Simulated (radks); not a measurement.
The numbers below are computed, except where a source is named.
Os XXXVI, 41 electrons, occupied as [Kr] 4d5. Code: a radial shooting solver on a logarithmic mesh with Libxc functionals. Model: scalar-relativistic Kohn-Sham, PBEsol, spin-polarised, spherical densities, finite nucleus; open shells are filled with parallel spins first (spin-orbit coupling, left out, can overturn this in heavy ions); Fermi nuclear charge, rms radius 5.4126 fm. Some entries of the table are withheld. Estimate them.

orbital  occ.  eigenvalue (hartree)  <1/r> (bohr^-1)  r(max) (bohr)
1s up       1             -2765.683            90.39        0.01103
1s down     1             -2765.678            90.39        0.01103
2s up       1             -525.6873            21.16        0.06343
2s down     1             -525.4861            21.17        0.06342
2p up       3             -464.7664            19.05        0.05221
2p down     3             -464.6004            19.05        0.05220
3s up       1             -162.1293            7.905         0.1783
3s down     1             -162.0165            7.908         0.1783
3p up       3             -144.2045            7.277         0.1767
3p down     3             -144.0812            7.280         0.1767
3d up       5             -124.4614            6.863         0.1436
3d down     5             -124.2879            6.863         0.1438
4s up       1             -70.00106            3.700         0.3870
4s down     1             -69.50577            3.698         0.3869
4p up       3             -63.49082            3.441         0.4002
4p down     3             -63.00275            3.436         0.4000
4d up       5             -55.81802            3.212         0.3960
4d down     0             -55.33051            3.209         0.3959
5s up       0             -38.49484            2.078            (1)
5s down     0             -38.26942            2.068            (2)
5p up       0                   (3)            1.956         0.7432
5p down     0                   (4)            1.947         0.7457

Answer. 
(1) 5s up r(max) (bohr): 0.7110
(2) 5s down r(max) (bohr): 0.7134
(3) 5p up eigenvalue (hartree): -35.63361
(4) 5p down eigenvalue (hartree): -35.42495
